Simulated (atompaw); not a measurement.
Cutoff test, copper, PAW (atompaw)

* Element: Cu (Z = 29)
* Generator: atompaw 4.2.0.5
* Type: PAW
* Functional: PBEsol
* Relativity: scalar-relativistic
* Frozen core: [Ar]
* Valence charge: 11
* Reference configuration: 3d9 4s2 4p0
* Partial waves: 4s (bound): rc 3.00 bohr; 4s channel at 2.95 Ry: rc 3.00 bohr; 4p (bound, empty): rc 3.00 bohr; 4p channel at 0.25 Ry: rc 3.00 bohr; 3d (bound): rc 1.10 bohr; 3d channel at 4.5 Ry: rc 1.10 bohr
* Local potential: bessel scheme, radius 2.20 bohr
* Core correction: smooth core density matched at 2.25 bohr
* Augmentation charge: sinc compensation charge, radius 2.90 bohr; PAW radius 3.00 bohr; waves and projectors: custom polynom gramschmidtortho

The pseudo-atom Hamiltonian at the reference potential is diagonalised in spherical Bessel functions j_l(qr) that vanish at 20 bohr, with q² up to the cutoff. All-electron valence levels (Ry): 4s -0.4286, 4p -0.0834, 3d -0.7016.

**Question.** How do the lowest levels (Ry) of each channel move with the cutoff, and are there ghosts?

**Answer.**

```json
{"cutoff (Ry)": "8", "s #1": "-0.4286", "s #2": "0.0069", "p #1": "-0.0834", "d #1": "0.0654", "f #1": "0.1139", "f #2": "0.2429", "Σ f·Δε (mRy)": "6903.2"}
{"cutoff (Ry)": "15", "s #1": "-0.4286", "s #2": "0.0069", "p #1": "-0.0834", "d #1": "0.0652", "f #1": "0.1139", "f #2": "0.2429", "Σ f·Δε (mRy)": "6901.5"}
{"cutoff (Ry)": "21", "s #1": "-0.4286", "s #2": "0.0069", "p #1": "-0.0834", "d #1": "0.0648", "f #1": "0.1139", "f #2": "0.2429", "Σ f·Δε (mRy)": "6898.0"}
{"cutoff (Ry)": "30", "s #1": "-0.4286", "s #2": "0.0069", "p #1": "-0.0834", "d #1": "0.0612", "f #1": "0.1139", "f #2": "0.2429", "Σ f·Δε (mRy)": "6864.9"}
{"cutoff (Ry)": "45", "s #1": "-0.4286", "s #2": "0.0069", "p #1": "-0.0834", "d #1": "-0.4517", "f #1": "0.1139", "f #2": "0.2429", "Σ f·Δε (mRy)": "2249.5"}
{"cutoff (Ry)": "60", "s #1": "-0.4286", "s #2": "0.0069", "p #1": "-0.0834", "d #1": "-0.6674", "f #1": "0.1139", "f #2": "0.2429", "Σ f·Δε (mRy)": "307.8"}
{"cutoff (Ry)": "80", "s #1": "-0.4286", "s #2": "0.0069", "p #1": "-0.0834", "d #1": "-0.6975", "f #1": "0.1139", "f #2": "0.2429", "Σ f·Δε (mRy)": "36.9"}
{"cutoff (Ry)": "100", "s #1": "-0.4286", "s #2": "0.0069", "p #1": "-0.0834", "d #1": "-0.6983", "f #1": "0.1139", "f #2": "0.2429", "Σ f·Δε (mRy)": "30.1"}
{"cutoff (Ry)": "140", "s #1": "-0.4286", "s #2": "0.0069", "p #1": "-0.0834", "d #1": "-0.7013", "f #1": "0.1139", "f #2": "0.2429", "Σ f·Δε (mRy)": "3.0"}
{"cutoff (Ry)": "200", "s #1": "-0.4286", "s #2": "0.0069", "p #1": "-0.0834", "d #1": "-0.7015", "f #1": "0.1139", "f #2": "0.2429", "Σ f·Δε (mRy)": "0.9"}
{"cutoff (Ry)": "260", "s #1": "-0.4286", "s #2": "0.0069", "p #1": "-0.0834", "d #1": "-0.7016", "f #1": "0.1139", "f #2": "0.2429", "Σ f·Δε (mRy)": "0.2"}
{"cutoff (Ry)": "400", "s #1": "-0.4286", "s #2": "0.0069", "p #1": "-0.0834", "d #1": "-0.7016", "f #1": "0.1139", "f #2": "0.2429", "Σ f·Δε (mRy)": "0.0"}
```

Result: no extra level below or beside the all-electron valence levels (s, p, d, f tested); 10 mRy is reached at 140 Ry and 1 mRy at 200 Ry.
